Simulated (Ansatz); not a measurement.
Born–Oppenheimer molecular dynamics of ClH5O3SiTi (11 atoms, charge 0, multiplicity 1). It starts from a relaxed structure.

Level of theory: Ansatz, RKS PBE0-D4/def2-SVP.

```json
{
 "ensemble": "NVT, Nosé–Hoover chain",
 "time step": "0.5 fs",
 "steps asked": "150",
 "set temperature": "100 K",
 "thermostat": "time constant 300 fs, chain length 3",
 "temperature schedule": "37 steps to 100 K, then 113 steps to 300 K",
 "seed": "38119"
}
```

First frame:

```xyz
11
Properties=species:S:1:pos:R:3
Ti 0.020 0.073 0.038
Cl 0.311 0.631 2.164
O 1.578 -0.165 -0.758
H 2.208 -0.892 -0.738
O -0.841 1.355 -0.817
H -1.763 1.630 -0.811
O -0.921 -1.423 0.055
Si -1.853 -2.767 0.382
H -1.711 -3.131 1.821
H -3.281 -2.464 0.076
H -1.392 -3.902 -0.471
```

(1) How far do the bonds stretch over the last three quarters of this one trajectory? (Pairs bonded in most of those frames.)

## Answers

(1) 
| bond | mean (Å) | spread (Å) | shortest | longest |
| --- | --- | --- | --- | --- |
| Ti1–Cl2 | 2.226 | 0.005 | 2.22 | 2.24 |
| Ti1–O3 | 1.763 | 0.011 | 1.75 | 1.78 |
| Ti1–O5 | 1.760 | 0.015 | 1.74 | 1.78 |
| Ti1–O7 | 1.775 | 0.006 | 1.76 | 1.78 |
| O3–H4 | 0.962 | 0.005 | 0.95 | 0.97 |
| O5–H6 | 0.963 | 0.009 | 0.95 | 0.97 |
| O7–Si8 | 1.672 | 0.009 | 1.65 | 1.69 |
| Si8–H9 | 1.494 | 0.037 | 1.44 | 1.55 |
| Si8–H10 | 1.493 | 0.024 | 1.46 | 1.53 |
| Si8–H11 | 1.493 | 0.002 | 1.49 | 1.50 |

Mean temperature of the second half: 48 K. The conserved energy stayed within 0.056 meV per atom of its start (net change 0.013 meV per atom), so the integration is sound. The schedule's set-point averaged 234 K over the second half and the system 48 K, so it lags behind the ramp. A run of 0.075 ps of so small a system gives no equilibrium averages.

The run took 6.3 min on 4 threads of AMD EPYC 7B13 (Zen 3) (shared host), peak memory 0.41 GiB.
